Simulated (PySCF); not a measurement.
C6H9FNO (charge +1).
SMILES with atom numbers: `[CH2:1]=[C:2]([F:3])[CH2:4][C:5]#[N+:6][CH2:7][O:8][CH3:9]` (hydrogens: H10, H11 on C1; H12, H13 on C4; H14, H15 on C7; H16, H17, H18 on C9)

Method: PBE0-D3(BJ)/def2-SVP geometry optimisation, gas phase in PySCF.

Problem. What internal coordinates does the optimisation give?

Solution. 
```tsv
bond	length (bohr)	order
C1=C2	2.501	double
C2–F3	2.522	single
C2–C4	2.850	single
C4–C5	2.738	single
C5≡N6	2.171	triple
N6–C7	2.808	single
C7–O8	2.535	single
O8–C9	2.685	single
C1–H10	2.060	single
C1–H11	2.063	single
C4–H12, C4–H13	2.086	single
C7–H14, C7–H15	2.085	single
C9–H16, C9–H17, C9–H18	2.080	single
```

Bonds in one row agree within 0.02 bohr and their mean is given. Orders are formal, as drawn. A selection of angles:
```tsv
angle	degrees
C1–C2–F3	122.9
C1–C2–C4	126.5
F3–C2–C4	110.6
C2–C4–C5	109.9
C4–C5–N6	177.0
C5–N6–C7	169.9
N6–C7–O8	110.4
C7–O8–C9	116.5
```

Torsions: C1–C2–C4–C5 -129° (anticlinal); N6–C7–O8–C9 -77° (synclinal). The mirror-image conformer, all signs reversed, is as good.

N6 (nitrogen bonded to 2 C) is bent (angle 169.9°). The 2 C–N bonds span 1.149 Å (C5≡N6, drawn triple) to 1.486 Å (N6–C7, drawn single), a spread of 0.337 Å. C2 (vinylic C–F carbon) is planar (angles 126.5°, 122.9° and 110.6°, sum 360.0°, 0.01 Å off the plane of its three neighbours). Of the pairs four or more bonds apart, H14···H17 is among the closest relative to their van der Waals radii: 2.38 Å, 99 % of the sum of Bondi's values. C1 (terminal =CH2 carbon) is planar (angles 121.0°, 119.9° and 119.1°, sum 360.0°, 0.01 Å off the plane of its three neighbours). The 2 C–O bonds span 1.341 Å (C7–O8, drawn single) to 1.421 Å (O8–C9, drawn single), a spread of 0.080 Å. The 3 C–C bonds span 1.324 Å (C1=C2, drawn double) to 1.508 Å (C2–C4, drawn single), a spread of 0.184 Å.

Point group: C1 (no symmetry element, even within 0.4 Å). Whether it is a minimum is left open (no frequencies).
